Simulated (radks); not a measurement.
Initial-state core-level shifts of the mercury ion Hg3+ when its valence configuration changes from [Xe] 4f14 5d9. Calculated with a radial shooting solver on a logarithmic mesh with Libxc functionals: scalar-relativistic Kohn-Sham, r2SCAN, spin-polarised, spherical densities, finite nucleus; open shells are filled with parallel spins first (spin-orbit coupling, left out, can overturn this in heavy ions); meta-GGA in the generalised Kohn-Sham scheme; Fermi nuclear charge, rms radius 5.4648 fm. Shifts are changes of the shell-averaged eigenvalues in eV (positive: less bound); the change of the density at the nucleus, which sets a Mossbauer isomer shift, is in e/bohr^3, on a base of 2.499e+06.

| valence | 2s | 3p | 4d | 5s | density at nucleus |
|---|---|---|---|---|---|
| 4f13.5 5d9 6s0.5 | -9.716 | -10.634 | -8.752 | -4.509 | +229.0 |
| 4f14 5d7 6p2 | -12.679 | -12.536 | -12.375 | -11.566 | +47.1 |
| 4f13 5d9 6s1 | -19.642 | -21.493 | -17.626 | -9.047 | +470.1 |
| 4f12 5d9 6s2 | -40.297 | -44.053 | -35.897 | -18.377 | +982.7 |
| 4f10 5d9 6s2 6p2 | -87.172 | -94.896 | -76.857 | -40.419 | +1499.6 |
| 4f13 5d7 6p3 | -34.321 | -36.004 | -31.894 | -22.278 | +235.5 |
| 4f13 5d8 6s1 6p1 | -26.207 | -27.978 | -24.005 | -14.963 | +507.8 |
| 4f12 5d7 6s2 6p2 | -54.100 | -57.630 | -49.146 | -30.377 | +1113.1 |
| 4f11 5d9 6s1 6p2 | -64.665 | -70.408 | -57.527 | -30.707 | +902.2 |
